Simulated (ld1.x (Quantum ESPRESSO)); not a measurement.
## oxygen, PAW: configuration errors across variants

```
Element                 : oxygen (O)
Generator               : ld1.x (Quantum ESPRESSO) 7.5
Type                    : PAW
Functional              : BP86
Relativity              : scalar-relativistic
Frozen core             : [He]
Valence charge          : 6
Reference configuration : 2s1.5 2p4.5
Partial waves           : 2s (bound): rcut 0.80, rcutus 1.05 bohr; 2s channel at 0.35 Ry: rcut 0.80, rcutus 1.05 bohr; 2p (bound): rcut 0.75, rcutus 0.95 bohr; 2p channel at 0.9 Ry: rcut 0.75, rcutus 0.95 bohr
Local potential         : all-electron potential smoothed inside 0.70 bohr (lloc = -1)
Core correction         : Bessel-smoothed model core inside 1.00 bohr
Augmentation charge     : BESSEL, radius 0.85 bohr
```

All-electron excitation energies from the reference (eV): (1) 2s2 2p4 -7.470; (2) 2s2 2p3 9.051; (3) 2s2 2p2 42.719; (4) 2s2 2p4.3 -9.621; (5) 2s1 2p4 24.291; (6) 2s0 2p6 22.460; (7) 2s2 2p1 96.655.

The overlap operator is not positive definite (basis up to 400 Ry) in “waves 2s (bound): rcut 0.80, rcutus 1.44 bohr; 2s channel at 0.35 Ry: rcut 0.80, rcutus 1.44 bohr”. Such files are unfit for use, however small their errors in these radial tests.

Errors AE − PS in meV (a dash: test not solved or not reliable):

```csv
change,(1),(2),(3),(4),(5),(6),(7),bound ghosts
base,0.0,-0.7,-1.9,+0.2,-1.1,-1.2,-3.2,none
"waves 2s (bound): rcut 0.66, rcutus 0.70 bohr; 2s channel at 0.35 Ry: rcut 0.66, rcutus 0.70 bohr",+0.1,-0.7,-2.9,+0.3,-1.2,-1.6,-9.4,none
"waves 2s (bound): rcut 0.74, rcutus 0.78 bohr; 2s channel at 0.35 Ry: rcut 0.74, rcutus 0.78 bohr",+0.1,-0.7,-2.7,+0.3,-1.2,-1.6,-8.1,none
"waves 2s (bound): rcut 0.80, rcutus 0.90 bohr; 2s channel at 0.35 Ry: rcut 0.80, rcutus 0.90 bohr",+0.1,-0.7,-2.2,+0.3,-1.2,-1.5,-5.6,none
"waves 2s (bound): rcut 0.80, rcutus 1.04 bohr; 2s channel at 0.35 Ry: rcut 0.80, rcutus 1.04 bohr",0.0,-0.7,-1.9,+0.2,-1.1,-1.2,-3.2,none
"waves 2s (bound): rcut 0.80, rcutus 1.12 bohr; 2s channel at 0.35 Ry: rcut 0.80, rcutus 1.12 bohr",0.0,-0.8,-2.0,+0.2,-1.0,-1.1,-2.7,none
"waves 2s (bound): rcut 0.80, rcutus 1.24 bohr; 2s channel at 0.35 Ry: rcut 0.80, rcutus 1.24 bohr",0.0,-1.0,-2.3,+0.2,-0.9,-1.0,-2.2,none
"waves 2s (bound): rcut 0.80, rcutus 1.44 bohr; 2s channel at 0.35 Ry: rcut 0.80, rcutus 1.44 bohr",-0.1,+0.4,+8.9,+0.1,-0.8,-1.0,+45,not determined (overlap not positive)
"waves 2s (bound): rcut 0.80, rcutus 1.56 bohr; 2s channel at 0.35 Ry: rcut 0.80, rcutus 1.56 bohr",-0.1,-0.8,-1.2,+0.1,-0.9,-0.9,-1.4,none
```

Give the same row for: waves 2s (bound): rcut 0.80, rcutus 1.32 bohr; 2s channel at 0.35 Ry: rcut 0.80, rcutus 1.32 bohr.

-0.1, -1.1, -2.2, +0.2, -0.8, -0.9, -0.7; bound ghosts: none.
